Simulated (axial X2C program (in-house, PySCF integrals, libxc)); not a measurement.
**Low determinants of WH at the PBE0 level, 2c**

All values were computed with an in-house relativistic program for diatomic molecules. Two-component (2c) means X2C with spin–orbit coupling and atomic mean-field two-electron Coulomb and Gaunt terms. Basis: W dyall-cv3z [13s14p9d7f4g], H dyall-v3z [6s2p1d] (cores contracted in-house); Gaussian nuclei, density fitting, unrestricted open shells. Masses: W 183.951 u, H 1.008 u.

Search at 1.690 Å (vertical energies from the lowest determinant):

| ΔE (eV) | state | electrons beyond evenly filled partner blocks | electrons in ±ω = 1/2, 3/2, 5/2, 7/2 |
| --- | --- | --- | --- |
| 0.00 | Ω = 5/2 | ω = 5/2 | 42 22 9 2 |
| 0.91 | Ω = 1/2 | ω = 1/2 | 43 22 8 2 |
| 1.32 | Ω = 1/2 | ω = -1/2, ω = -3/2, ω = 5/2 | 43 21 9 2 |
| 1.49 | Ω = 7/2 | ω = -1/2, ω = 3/2, ω = 5/2 | 43 21 9 2 |
| 1.62 | Ω = 3/2 | ω = 1/2, ω = -3/2, ω = 5/2 | 43 21 9 2 |
| 1.71 | Ω = 3/2 | ω = 3/2 | 42 23 8 2 |
| 1.72 | Ω = 3/2 | 2 × ω = -1/2, ω = 5/2 | 42 22 9 2 |

Lowest determinant, Ω = 5/2 (⟨Sz⟩ = 2.47, ⟨Lz⟩ = 0.03 at PBE0): Re = 1.703 Å, ωe = 1937.3 cm⁻¹.

The determinant in row 2 of the search, Ω = 1/2 (⟨Sz⟩ = -1.44, ⟨Lz⟩ = 1.94 at PBE0), was followed along the bond at PBE0; measured from the minimum of the lowest determinant it gives:

Te = 0.910 eV (7337 cm⁻¹), Re = 1.663 Å, ωe = 2031.4 cm⁻¹.

(1) Compare the bond of the determinant in row 2 with that of the lowest one.

The search compares states at one distance, so a state with another bond length can lie lower; it is not exhaustive and yields mostly the lowest determinant of each block pattern, so other components and higher states of one pattern are missing. These are energies of single determinants, not of spin-adapted states; PBE0 term energies can be off by some tenths of an eV, and the functional has no current term.

Results:

(1) At PBE0 its Re is 0.040 Å shorter and its force constant, which goes as ωe², is 1.10 times that of the lowest determinant. T0 ≈ Te + Δωe/2 = 7337 + (47) = 7384 cm⁻¹.
